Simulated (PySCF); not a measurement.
From one molecule to another.

First species: C4H7ClO.
SMILES: `CCCC(=O)Cl`

Second species: C5H6S2.
InChI=1S/C5H6S2/c1-6-5-2-3-7-4-5/h2-4H,1H3

Levels: B97-2/pcSseg-2 for dipole moment, HOMO energy, LUMO energy and HOMO–LUMO gap; PBE0-D3(BJ)/def2-TZVP for rotational constant A and rotational constant C. Geometries: PBE0-D3(BJ)/def2-TZVP. Each structure is a single optimised conformer of the isolated species, non-relativistic unless stated; the electronic structure was computed with PySCF and density fitting.

The conformers computed, where there is a choice (atom-mapped SMILES and torsion angles):
- `[CH3:1][CH2:2][CH2:3][C:4](=[O:5])[Cl:6]`: C1–C2–C3–C4 177°, C2–C3–C4–O5 -5°
- `[CH3:1][S:2][c:3]1[cH:4][cH:5][s:6][cH:7]1`: C1–S2–C3–C4 -179°

Problem. Which of the two has the higher HOMO–LUMO gap, and by how much?

Solution. The first: 7.20 eV against 5.31 eV, a difference of 1.89 eV.

Problem. Which of the two has the higher dipole moment, and by how much?

Solution. The first: 3.06 D against 0.98 D, a difference of 2.08 D.

Problem. Which of the two has the higher HOMO energy, and by how much?

Solution. The second: -5.77 eV against -8.24 eV, a difference of 2.47 eV.

Problem. Which has the higher LUMO energy?

Solution. The second: -0.46 eV against -1.04 eV, a difference of 0.58 eV.

Problem. Which of the two has the higher rotational constant A, and by how much?

Solution. The first: 6.881 GHz against 4.708 GHz, a difference of 2.173 GHz.

Problem. Which has the higher rotational constant C?

Solution. The first: 1.134 GHz against 0.938 GHz, a difference of 0.196 GHz.

On the first: In atomic units the dipole is 1.20 e·bohr (1 au = 2.5417 D). Geometry: PBE0-D3(BJ)/def2-TZVP, one conformer, isolated molecule.

On the second: The dipole matches unit charges of opposite sign 0.20 Å apart (1 e·Å = 4.8032 D). Isolated species at its PBE0-D3(BJ)/def2-TZVP geometry (one conformer only).
